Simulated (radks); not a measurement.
Species: Cs9+. Configuration: [Kr] 4d10. All-electron calculation, scalar-relativistic Kohn-Sham, BLYP, spin-polarised, spherical densities, finite nucleus; Fermi nuclear charge, rms radius 4.8041 fm. Program: a radial shooting solver on a logarithmic mesh with Libxc functionals. Some entries of the table are withheld. Estimate them.

orbital  occ.  eigenvalue (eV)  <r^2> (bohr^2)
1s          2        -35933.28       0.0009250
2s          2        -5745.382         0.01483
2p          6              (1)         0.01177
3s          2        -1295.303          0.1021
3p          6              (2)             (3)
3d         10        -836.5334             (4)
4s          2        -345.0850          0.5378
4p          6        -285.2145             (5)
4d         10        -197.5363             (6)

Answer. 
(1) 2p eigenvalue (eV): -5168.038
(2) 3p eigenvalue (eV): -1109.458
(3) 3p <r^2> (bohr^2): 0.1022
(4) 3d <r^2> (bohr^2): 0.08824
(5) 4p <r^2> (bohr^2): 0.6088
(6) 4d <r^2> (bohr^2): 0.7626
